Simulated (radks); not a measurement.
Question: These are the eigenvalues of the occupied orbitals of an atom or ion with whole-number occupations (eV). Method: scalar-relativistic Kohn-Sham, BLYP, spin-polarised, spherical densities, point nucleus; computed with a radial shooting solver on a logarithmic mesh with Libxc functionals.

orbital  eigenvalue
1s up     -3047.929
1s down   -3044.291
2s up     -685.4171

Which element is it, and in what charge state? The configuration may be excited. Open shells, if any, are filled with parallel spins first.

Answer: Z = 16, sulfur, charge +13: S13+ in [He] 2s1. The list shows which subshells hold electrons but not how many an open one holds; the 1s level, -112.01 hartree, gives Z - s = 15.0 by -(Z - s)^2/2, which with screening and relativity narrows Z to a few neighbours, and the depths of the outer levels then fix element, charge and occupations together.
